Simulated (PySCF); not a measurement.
Si(F)2(OH)(SMe) (CH4F2OSSi), SMILES CS[Si](O)(F)F. The structure is a stationary point at B3LYP-D3(BJ)/def2-SVP. This is a generated structure with no PubChem entry under its InChIKey; it may be hypothetical. The values are those of a single conformer.

Computed equilibrium geometry at B3LYP-D3(BJ)/def2-SVP (PySCF confirms it by a frequency run) as bond lengths and angles (one conformer of several):
Atoms: C1 S2 Si3 O4 F5 F6 H7 H8 H9 H10. Bonded distances (Å): C1–S2 1.846, C1–H7 1.097, C1–H8 1.098, C1–H9 1.098, S2–Si3 2.102, Si3–O4 1.641, Si3–F5 1.611, Si3–F6 1.619, O4–H10 0.966. Angles (°): S2–C1–H7 110.4, S2–C1–H8 110.9, S2–C1–H9 106.1, H7–C1–H8 110.4, H7–C1–H9 109.7, H8–C1–H9 109.3, C1–S2–Si3 98.2, S2–Si3–O4 110.3, S2–Si3–F5 107.8, S2–Si3–F6 113.9, O4–Si3–F5 112.2, O4–Si3–F6 107.3, F5–Si3–F6 105.4, Si3–O4–H10 117.9.
Charge 0, spin multiplicity 1.
